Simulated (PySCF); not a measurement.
These are TPSSh-D3(BJ)/def2-TZVP // PBE0-D3(BJ)/def2-TZVP in PySCF values and carry that method's errors. Isolated molecules, 0 K electronic values unless said otherwise. One relaxed conformer stands for a flexible species; it need not be the lowest. Excitations are Tamm–Dancoff values on a coarser integration grid. The basis has no diffuse functions, so Rydberg states are missing or too high.

Reference species (SMILES): `IB(I)I` (neutral, multiplicity 1).

| Item | Result |
|---|---|
| LUMO | -2.88 eV |
| S1 oscillator strength | 0.000 |
| brightest of the four lowest singlets (TDA) | 4.59 eV |
| S1–T1 gap (TDA) | 0.15 eV |

Changed species: `SB(S)I` (H–S–B–I torsion 180°, I–B–S–H torsion -180°) (2 of 3 I replaced by SH; the reference has 0 of 3 I replaced by SH).

Task: What does the change do to the LUMO, S1 oscillator strength, brightest of the four lowest singlets (TDA) and S1–T1 gap (TDA)?

Result: the LUMO goes up by 1.18 eV, to -1.70 eV; the S1 oscillator strength is nearly the same; the brightest of the four lowest singlets (TDA) goes up by 0.72 eV, to 5.31 eV; the S1–T1 gap (TDA) goes up by 0.21 eV, to 0.36 eV.
